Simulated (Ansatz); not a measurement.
BH8NO2Si2 (`NB(O[SiH3])O[SiH3]`). The species carries charge 0 and has multiplicity 1. The geometry is a stationary point of PBE0-D4/def2-TZVP. It is one conformer, not always the lowest.

```xyz
14

N    -1.918    1.215    1.122
B    -0.856    0.542    0.500
O    -0.773    0.564   -0.871
Si   -0.045   -0.235   -2.098
O     0.060   -0.113    1.287
Si    1.571   -0.732    1.205
H    -2.627    1.695    0.599
H    -2.022    1.249    2.119
H    -1.047   -0.443   -3.172
H     0.463   -1.557   -1.642
H     1.086    0.568   -2.627
H     2.295   -0.349    2.443
H     2.302   -0.193    0.026
H     1.510   -2.212    1.108
```

Problem. What is the dipole moment at PBE/def2-TZVPP? (An estimate is asked.)

Solution. Computed: 1.03 D, with components (-0.78, 0.49, 0.45) D in this frame, pointing from negative to positive charge.

Problem. And with r2SCAN, B3LYP, ωB97M-V? (Best estimate.)

Solution. Computed: r2SCAN 1.00 D, B3LYP 0.88 D, ωB97M-V 0.90 D.

Problem. Give the Mulliken charges with PBE, ωB97M-V, r2SCAN in def2-TZVPP. (Estimate.)

Solution. Ansatz gave: 
```tsv
atom	PBE	ωB97M-V	r2SCAN
N1	-0.33	-0.28	-0.38
B2	0.30	0.41	0.48
O3	-0.28	-0.37	-0.40
Si4	0.31	0.26	0.41
O5	-0.28	-0.37	-0.40
Si6	0.31	0.26	0.41
H7	0.17	0.13	0.17
H8	0.17	0.13	0.17
H9	-0.06	-0.03	-0.08
H10	-0.05	-0.03	-0.07
H11	-0.06	-0.03	-0.07
H12	-0.06	-0.03	-0.08
H13	-0.05	-0.03	-0.07
H14	-0.06	-0.03	-0.07
```

B3LYP here is the variant with VWN-RPA as its local correlation; programs differ in this.
